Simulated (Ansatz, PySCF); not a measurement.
Si(H)2(Me)2 (C2H8Si), SMILES C[SiH2]C.

Geometry optimised at r2SCAN-D4/def2-SVP. The isomer is the one that the SMILES or the coordinates give; other isomers of the formula were not compared.

Vertical ionisation energy (IE) and electron affinity (EA) in eV. Rows of orbital energies are one-electron estimates. Where ΔSCF, EOM or ADC give a negative EA the extra electron is unbound and the value depends on the basis.

```csv
level,IE,EA
"−ε(HOMO), −ε(LUMO), PBE0/def2-TZVPD (PySCF)",8.82,-0.31
"−ε(HOMO), −ε(LUMO), PBE/def2-TZVPD (PySCF)",7.51,0.32
"ΔSCF, PBE0/def2-SVPD (Ansatz), final states of multiplicity 2 and 2",10.96,-1.73
"ΔSCF, PBE/def2-SVPD (Ansatz), final states of multiplicity 2 and 2",10.62,-1.57
```

**Question.** What vertical singlet–triplet gap does ΔSCF give with PBE0/def2-SVPD (Ansatz, an electronic-structure program) and with PBE/def2-SVPD (Ansatz)? (Estimate from the structure and the level; the computed values follow.)

**Answer.** 8.02 and 7.50 eV (triplet above singlet where positive).
